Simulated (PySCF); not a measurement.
Two species compared at the same levels of theory.

First species: C₂H₇FOSi₂.
Atom-mapped SMILES: `[OH:1][Si@@H:2]1[CH2:3][SiH2:4][C@@H:5]1[F:6]` (hydrogens: H7 on O1; H8 on Si2; H9, H10 on C3; H11, H12 on Si4; H13 on C5)

Second species: C6H9N2O (charge +1).
Structure used (GFN2-xTB), in Å, numbered top down from 1:
```
atom  x, y, z in Å
C1    -0.0833   -1.7781    0.4394
C2     0.0819   -0.3635    0.0867
N3     1.2729    0.2663   -0.0945
C4     2.5611   -0.3208    0.0243
O5     2.7236   -1.4587    0.3027
C6     1.0228    1.5828   -0.4150
C7    -0.3194    1.7404   -0.4247
N8    -0.8852    0.5277   -0.1121
C9    -2.3017    0.2819   -0.0191
H10    0.4257   -1.9977    1.3799
H11   -1.1315   -2.0465    0.5265
H12    0.3921   -2.4143   -0.3095
H13    3.3462    0.4208   -0.1749
H14    1.8082    2.2852   -0.6059
H15   -0.9098    2.6108   -0.6273
H16   -2.6059   -0.4785   -0.7392
H17   -2.8404    1.2019   -0.2336
H18   -2.5661   -0.0533    0.9844
```

Levels: PBE0/def2-SVPD for HOMO energy, LUMO energy, HOMO–LUMO gap, static isotropic polarisability and electronic spatial extent ⟨r²⟩ about the centre of nuclear charge; TDDFT PBE0/def2-SVPD for lowest singlet excitation; TDA PBE0/def2-SVPD for lowest triplet excitation (Tamm–Dancoff); GFN2-xTB for rotational constant A and rotational constant C. Geometries: GFN2-xTB. Each structure is a single optimised conformer of the isolated species, non-relativistic unless stated. Electronic properties by PySCF.

The conformers computed, where there is a choice (atom-mapped SMILES and torsion angles):
- `[OH:1][Si@@H:2]1[CH2:3][SiH2:4][C@@H:5]1[F:6]`: H–O1–Si2–C3 90°
- `[CH3:1][c:2]1[n:3]([CH:4]=[O:5])[cH:6][cH:7][n+:8]1[CH3:9]`: C2–N3–C4–O5 0°

| property | column X | column Y |
| --- | --- | --- |
| HOMO energy | -12.29 eV | -7.65 eV |
| LUMO energy | -6.37 eV | -0.49 eV |
| HOMO–LUMO gap | 5.92 eV | 7.16 eV |
| lowest singlet excitation | 4.65 eV | 5.64 eV |
| lowest triplet excitation (Tamm–Dancoff) | 3.81 eV | 5.19 eV |
| static isotropic polarisability | 79.8 au | 77.8 au |
| electronic spatial extent ⟨r²⟩ about the centre of nuclear charge | 1135 bohr² | 862 bohr² |
| rotational constant A | 3.158 GHz | 2.896 GHz |
| rotational constant C | 0.997 GHz | 1.457 GHz |

Question: Which column belongs to which species?

Answer: Column X is the second species and column Y the first. The first has 13 atoms and 64 electrons, the second 18 and 66; their charges are 0 and +1, their HOMO energies -7.65 eV and -12.29 eV.

Question: How does each property change from the first species to the second?

Answer: HOMO energy -4.64 eV; LUMO energy -5.88 eV; HOMO–LUMO gap -1.24 eV; lowest singlet excitation -0.99 eV; lowest triplet excitation (Tamm–Dancoff) -1.38 eV; static isotropic polarisability +2.0 au; electronic spatial extent ⟨r²⟩ about the centre of nuclear charge +273 bohr²; rotational constant A +0.262 GHz; rotational constant C -0.460 GHz.

On the first: The vertical singlet–triplet gap S1 − T1 is 0.45 eV (TDDFT singlet less Tamm–Dancoff triplet; S1: HOMO→LUMO, weight 0.97; T1: HOMO→LUMO, weight 0.95). S1 lies 1.52 eV below the HOMO–LUMO gap; its leading configuration is HOMO→LUMO, weight 0.97.

On the second: The principal polarisabilities are 50.8, 88.8 and 99.9 au; their mean is the isotropic value. The polarisability is 11.83 Å³ as a volume (1 au = 0.148185 Å³), or 1.21 au for each of the 66 electrons.
